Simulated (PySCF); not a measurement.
Compound: SnCl3(NHiPr), C3H8Cl3NSn.
Bonds: Sn1–Cl2, Sn1–Cl3, Sn1–Cl4, Sn1–N5, N5–C6, C6–C7, C6–C8. Hydrogens: H9 on N5; H10 on C6; H11, H12, H13 on C7; H14, H15, H16 on C8.

Method: PBE0-D3(BJ)/def2-SVP geometry optimisation, gas phase, def2 core potentials past Kr in PySCF.

Task: What internal coordinates does the optimisation give?

Result: 
| bond | length (Å) |
| --- | --- |
| Sn1–Cl2, Sn1–Cl3 | 2.326 |
| Sn1–Cl4 | 2.345 |
| Sn1–N5 | 2.008 |
| N5–C6 | 1.460 |
| N5–H9 | 1.020 |
| C6–C7, C6–C8 | 1.522 |
| C6–H10 | 1.107 |
| C7–H11 and 5 like bonds | 1.101 |

Bonds in one row agree within 0.01 Å and their mean is given. A selection of angles:
| angle | degrees |
| --- | --- |
| Cl2–Sn1–Cl3 | 109.0 |
| Cl2–Sn1–N5 | 105.2 |
| Cl3–Sn1–Cl4 | 105.1 |
| Cl3–Sn1–N5 | 111.7 |
| Cl4–Sn1–N5 | 116.2 |
| Sn1–N5–C6 | 120.2 |
| N5–C6–C7 | 109.6 |
| N5–C6–C8 | 113.1 |
| C7–C6–C8 | 111.9 |
| H9–N5–Sn1 | 109.8 |
| H9–N5–C6 | 112.9 |

Torsions: Cl2–Sn1–N5–C6 157° (antiperiplanar); Sn1–N5–C6–C7 46° (synclinal). The mirror-image conformer, all signs reversed, is as good.

Of the pairs four or more bonds apart, Cl4···H14 is among the closest relative to their van der Waals radii: 2.94 Å, 100 % of the sum of Bondi's values. The 3 Cl–Sn bonds span 2.323 Å (Sn1–Cl3) to 2.345 Å (Sn1–Cl4), a spread of 0.022 Å. Sn1 (tin bonded to 3 Cl and N) is distorted tetrahedral (angles from 105.1° to 116.2°). N5 (nitrogen bonded to C, Sn and H) is pyramidal (angles 120.2°, 112.9° and 109.8°, sum 342.8°, 0.34 Å off the plane of its three neighbours).

Point group: C1 (no symmetry element, even within 0.4 Å). PBE0-D3(BJ)/def2-SVP frequencies: not computed here. The numbers are those of one conformer.

Hardware: one thread of an Arm Neoverse V2 (shared host). Cost: 4.0 min, 0.78 GiB resident at most. That covers the optimisation of the geometry.
